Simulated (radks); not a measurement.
Spin polarisation of the 3p3 shell in S+. Start: [Ne] 3s2 3p(up 1.5, down 1.5); electrons of 3p are moved from spin down to spin up, other shells keep equal spins. Method: scalar-relativistic Kohn-Sham, r2SCAN, spin-polarised, spherical densities, finite nucleus; meta-GGA in the generalised Kohn-Sham scheme; Fermi nuclear charge, rms radius of each element as measured or else 0.836 A^(1/3) + 0.57 fm; computed with a radial shooting solver on a logarithmic mesh with Libxc functionals.

moment (Bohr magnetons) = 0: E - E(0) (eV) 0.000; e(3p up) (eV) -16.954; e(3p down) (eV) -16.954; 3s down minus up (eV) 0.000; 2p down minus up (eV) 0.000
moment (Bohr magnetons) = 0.75: E - E(0) (eV) -0.189; e(3p up) (eV) -17.424; e(3p down) (eV) -16.414; 3s down minus up (eV) 1.078; 2p down minus up (eV) 0.185
moment (Bohr magnetons) = 1.5: E - E(0) (eV) -0.761; e(3p up) (eV) -17.831; e(3p down) (eV) -15.784; 3s down minus up (eV) 2.176; 2p down minus up (eV) 0.371
moment (Bohr magnetons) = 2.25: E - E(0) (eV) -1.733; e(3p up) (eV) -18.177; e(3p down) (eV) -15.019; 3s down minus up (eV) 3.338; 2p down minus up (eV) 0.553
moment (Bohr magnetons) = 3: E - E(0) (eV) -3.142; e(3p up) (eV) -18.461; e(3p down) (eV) -14.139; 3s down minus up (eV) 4.614; 2p down minus up (eV) 0.732

At moment 3 the spin-polarisation energy is -3.142 eV and the 3p exchange splitting 4.322 eV, that is 1.441 eV per Bohr magneton; E = -I m^2/4 would give I = 1.397 eV.
